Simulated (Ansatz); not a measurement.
```yaml
crystal:
  periodic: [false, false, false]
  atoms:
    - {symbol: In, position_ang: [-0.004426, 0.010549, -1.625887]}
    - {symbol: P, position_ang: [-0.000701, -0.002311, 1.214465]}
    - {symbol: H, position_ang: [0.691313, 1.000839, 1.922986]}
    - {symbol: H, position_ang: [0.539398, -1.112679, 1.894431]}
    - {symbol: H, position_ang: [-1.215491, 0.075011, 1.925489]}
    - {symbol: H, position_ang: [1.725228, -0.013906, -1.770866]}
    - {symbol: H, position_ang: [-0.848142, 1.518860, -1.783462]}
    - {symbol: H, position_ang: [-0.887189, -1.476362, -1.777155]}
basis:
  gaussian: {orbitals: def2-SVPD}
magnetization: {spin_polarized: true, initial_magnetization: 2}
hamiltonian: {xc: {name: PBE0}, dispersion: d2}
scf: {omitted_lower_state_checks: [starts]}
output: {forces: true}
```

```sh
$ ansatz run in.yaml --threads 4 --pin off --events-out ev --progress --plain --max-ram 3916MiB
```

(1) Predict how Ansatz answers.

Results:

(1) The input was rejected before any iteration. The program holds no damping parameters for this pairing of functional and dispersion term, so they'd have to be typed.
```
Error: YAML parse error: error: line 15 column 45: hamiltonian.dispersion: `d2` is not `none`, `rvv10`, `d3bj`, `d3bjatm`, `d4` or a map `{method: …, s8: …, a1: …, a2_bohr: …}` (numbers without units, a2 in bohr) or `{method: …, functional: …}`
13 |   gaussian: {orbitals: def2-SVPD}
14 | magnetization: {spin_polarized: true, initial_magnetization: 2}
15 | hamiltonian: {xc: {name: PBE0}, dispersion: d2}
16 | scf: {omitted_lower_state_checks: [starts]}
17 | output: {forces: true}
```
